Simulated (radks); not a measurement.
Valence configurations of the antimony ion Sb2+ (all share [Kr]). Method: Dirac Kohn-Sham, BLYP, spin-unpolarised, spherical densities, point nucleus; open shells fill j = l - 1/2 first; computed with a radial shooting solver on a logarithmic mesh with Libxc functionals. Energies are relative to 4d10 5s2 5p1; eigenvalues in eV.

\begin{tabular}{lrrrrrr}
valence & E (eV) & e(4d3/2) & e(4d5/2) & e(5p1/2) & e(5p3/2) & e(5s1/2) \\ \hline
4d10 5s2 5p1 & 0.000 & -52.173 & -50.920 & -20.582 & - & -29.272 \\
4d9 5s2 5p2 & 32.620 & -58.601 & -57.288 & -22.377 & - & -31.666 \\
4d9.5 5s2 5p1.5 & 15.738 & -55.391 & -54.108 & -21.491 & - & -30.485 \\
4d10 5p3 & 18.561 & -54.791 & -53.529 & -21.872 & -20.940 & - \\
4d8 5s2 5p3 & 70.960 & -65.262 & -63.888 & -24.230 & -23.106 & -34.109 \\
4d10 5s1 5p2 & 8.754 & -53.374 & -52.117 & -21.171 & - & -29.988 \\
4d9 5s1 5p3 & 42.988 & -59.980 & -58.662 & -23.056 & -22.029 & -32.482 \\
4d10 5s1.5 5p1.5 & 4.361 & -52.778 & -51.523 & -20.879 & - & -29.634 \\
4d9 5s1.5 5p2.5 & 37.783 & -59.296 & -57.981 & -22.720 & -21.709 & -32.078 \\
4d9.5 5s1 5p2.5 & 25.273 & -56.679 & -55.392 & -22.124 & -21.161 & -31.250 \\
\end{tabular}

NIST lists [Kr] 4d10 5s2 5p1 as the ground configuration; this level of theory agrees among the configurations tried. The energies are those of spherical spin-averaged densities, not of single terms.
